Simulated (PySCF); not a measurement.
**Electron correlation in Pd⁺ (palladium, charge +1)**

[Kr] 4d8 5s1, high-spin 4F determinant (an excited configuration). Calculation: PySCF 2.14, in aug-cc-pwCVTZ-PP with ECP28MDF (8s8p7d4f3g, 122 functions); scalar relativity through the core potential. Frozen: 4s2 4p6; 9 electrons correlated.

MP2 pair energies summed by pair of shells (mhartree):

| pair | energy | share (%) |
| --- | --- | --- |
| 4d-4d | -234.48 | 85.6 |
| 4d-5s | -39.58 | 14.4 |

Total MP2 correlation energy: -274.06 mhartree.

Same-spin part -106.68 and opposite-spin part -167.38 mhartree; SCS-MP2 scales them by 1/3 and 6/5 to -236.42 mhartree.
